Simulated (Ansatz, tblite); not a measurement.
Isomers of As₆Se (singlet), found by a short tight-binding search and relaxed with r2SCAN-D4/def2-SVP in Ansatz.

The xTB rows come from tblite. LC-ωPBE has ω = 0.4 bohr⁻¹. Correlated methods freeze 63 core orbitals; core or outer-core shells of As, Se are correlated, in sets that lack core-valence functions.

Run but left out: HF/def2-SVP (C: restricted singlet, unstable towards broken spin symmetry).

C: The restricted singlet is unstable towards broken spin symmetry in Hartree–Fock (as tested in another run); at PBE-D4/def2-TZVP, BLYP-D4/def2-TZVP, r2SCAN-D4/def2-TZVP, PBE0-D4/def2-TZVP and others this wasn't settled. At MP2/def2-SVP the restricted singlet (for correlated methods, its reference) is unstable: a solution with broken spin symmetry lies lower.

Other spin states weren't relaxed.

A:

```xyz
7

As   -0.058    2.066    0.167
As    1.790    0.648    0.822
As   -1.262   -1.666   -0.051
As   -1.558    0.540   -1.067
As   -0.098   -1.124   -2.151
As    1.182   -1.565   -0.091
Se    0.005    1.102    2.371
```

B:

Cartesian coordinates in Å:
```
As 1.9933 0.2650 0.4638
As 1.0434 -1.1172 -1.3861
As 0.2863 2.0436 0.0112
As -1.2962 -1.4411 -0.7744
As -0.6637 0.6613 -1.8386
As 0.1223 0.6233 1.9882
Se -1.4854 -1.0348 1.5359
```

C:

```xyz
7

As   -0.926   -0.939    1.642
As    0.908   -1.239   -1.187
As   -1.127    1.686   -0.920
As    1.096   -1.933    1.112
As   -1.484   -0.830   -0.719
As    1.297    1.325   -0.974
Se    0.235    1.931    1.046
```

Question: Estimate their order by electronic energy at PBE0-D4/def2-TZVP, counted from the lowest.

Answer: B (0.00) < A (0.25) < C (0.93), in eV.

Question: Do the other levels pick the same lowest one?

Answer: All that were run do. Energies above each level's lowest (eV):

```
              level     A     B     C
           GFN1-xTB  0.58  0.00  1.12
           GFN2-xTB  0.08  0.00  0.81
   PBE-D4/def2-TZVP  0.24  0.00  0.80
  BLYP-D4/def2-TZVP  0.25  0.00  0.72
r2SCAN-D4/def2-TZVP  0.24  0.00  0.92
  PBE0-D4/def2-TZVP  0.25  0.00  0.93
  LC-ωPBE/def2-TZVP  0.22  0.00  1.11
       MP2/def2-SVP  0.20  0.00  0.76
```
Point groups (tolerance 0.1 Å): A Cs, B C2v, C not assigned. Lower isomers may exist.
